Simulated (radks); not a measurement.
Question: Mn+, 24 electrons, occupied as [Ar] 3d6 (not the ground configuration). Method: non-relativistic Kohn-Sham, SCAN, spin-unpolarised, spherical densities, point nucleus; meta-GGA in the generalised Kohn-Sham scheme; computed with a radial shooting solver on a logarithmic mesh with Libxc functionals. Some entries of the table are withheld. Estimate them.

| orbital | occ. | eigenvalue (eV) | <r^2> (bohr^2) | <r> (bohr) |
|---|---|---|---|---|
| 1s | 2 | -6400.167 | 0.005087 | 0.06158 |
| 2s | 2 | (1) | 0.09370 | 0.2817 |
| 2p | 6 | (2) | 0.07558 | 0.2480 |
| 3s | 2 | -90.2419 | (3) | 0.8650 |
| 3p | 6 | -59.1323 | 0.9936 | 0.9174 |
| 3d | 6 | -10.6118 | 2.283 | 1.295 |

Answer: 
(1) 2s eigenvalue (eV): -744.0145
(2) 2p eigenvalue (eV): -636.6449
(3) 3s <r^2> (bohr^2): 0.8638
